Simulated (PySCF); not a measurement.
B(CF3)(Cl)(F) (CBClF₄), SMILES FB(Cl)C(F)(F)F. Atoms are numbered in the order given.

```xyz
7

B      0.0984     0.0392     0.7352
C      0.2344    -0.3681    -0.8238
F     -0.6352     0.2609    -1.6202
F      0.0432    -1.6919    -0.9705
F      1.4747    -0.0816    -1.2616
Cl    -1.0578     1.2109     1.2741
F      0.9045    -0.5511     1.5864
```
Charge 0, spin multiplicity 1.

Geometry optimised at ωB97X-D3(BJ)/def2-SVP. The structure was generated by enumeration, and PubChem lists no compound with its InChIKey, so it may never have been made.

The numbers are results of PBE/pcSseg-1 in PySCF, not measurements.

GIAO shieldings, no solvent; atoms alike by connectivity are averaged. δ = σ(ref) − σ: ¹¹B against BF3 (σ = 83.9 ppm); ¹³C against TMS (σ = 182.0 ppm); ¹⁹F against CFCl3 (σ = 133.6 ppm); ³⁵Cl against HCl (σ = 936.5 ppm), references at their B3LYP-D3(BJ)/def2-TZVP geometries, non-relativistic (without spin–orbit terms, shifts of atoms bonded to Cl or Br come out too high).

```tsv
nucleus	atoms	count	δ (ppm)
¹¹B	B1	1	24.5
¹³C	C2	1	132.7
¹⁹F	F7	1	-39.3
¹⁹F	F3, F4, F5	3	-102.9
³⁵Cl	Cl6	1	209.6
```
